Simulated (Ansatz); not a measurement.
Reaction (ligand exchange at the Si–N bond): `[SiH3]N[SiH2][SeH]` + `P[SeH]` → `P[Se][SiH2][SeH]` + `N[SiH3]`

Program: Ansatz. Geometries: PBE0-D4/def2-TZVP. ΔE: electronic, gas phase. CCSD(T)/CBS adds triple-zeta CCSD(T) − MP2 to the extrapolated MP2 energy (def2 sets, frozen cores). This one scheme is used for every species. DFT in def2-TZVPP. B3LYP here is the variant with VWN-RPA as its local correlation; programs differ in this. For Se outer-core shells are correlated without core-valence functions, which leaves a few kJ/mol of doubt a bond. Scalar relativity is left out up to krypton. One conformer a species, not always the lowest.

| level | ΔE (kcal/mol) | difference from CCSD(T)/CBS |
| --- | --- | --- |
| PBE-D4 | -2.2 | -1.7 |
| r2SCAN-D4 | -0.6 | -0.1 |
| PBE0-D4 | -1.7 | -1.2 |
| B3LYP-D4 | 0.3 | 0.8 |
| ωB97X-V | 0.4 | 0.9 |
| ωB97M-V | 0.4 | 0.9 |
| B2PLYP | 0.2 | 0.7 |
| PBE | -2.2 | -1.7 |
| r2SCAN | -0.6 | -0.1 |
| PBE0 | -1.7 | -1.2 |
| B3LYP | 0.4 | 0.9 |
| HF/def2-TZVPP | 2.2 | 2.7 |
| MP2/def2-TZVPP | -0.8 | -0.3 |
| SCS-MP2/def2-TZVPP | 0.3 | 0.8 |
| CCSD/def2-TZVPP | 1.1 | 1.6 |
| CCSD(T)/def2-TZVPP | 0.6 | 1.1 |
| HF/def2-QZVPP | 2.6 | 3.1 |
| MP2/def2-QZVPP | -1.3 | -0.8 |
| SCS-MP2/def2-QZVPP | -0.1 | 0.4 |
| HF/CBS(def2) | 2.6 | 3.1 |
| MP2/CBS(def2) | -1.8 | -1.3 |
| CCSD/CBS(def2) | 0.0 | 0.5 |
| CCSD(T)/CBS | -0.5 | 0 |

Largest T1 diagnostic among the species: 0.010.

In def2-TZVPP, CCSD(T) changes the Hartree–Fock value by −1.7 kcal/mol (the triples alone add −0.5 kcal/mol) and MP2 by −3.0 kcal/mol.
